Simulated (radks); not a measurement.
Values are calculated unless marked as measured or tabulated.
Task: Ionisation of Ca+, [Ar] 4s1, to Ca2+, [Ar], under several functionals. Scalar-relativistic Kohn-Sham, spin-polarised, spherical densities, point nucleus; open shells are filled with parallel spins first; a radial shooting solver on a logarithmic mesh with Libxc functionals. Known Delta-SCF values: B86b exchange with PBE correlation 12.051 eV. What does XLYP give, and what is its highest occupied eigenvalue?

Result: 12.167 eV by Delta-SCF; the 4s eigenvalue is -9.286 eV. NIST: 11.872 eV (measured).
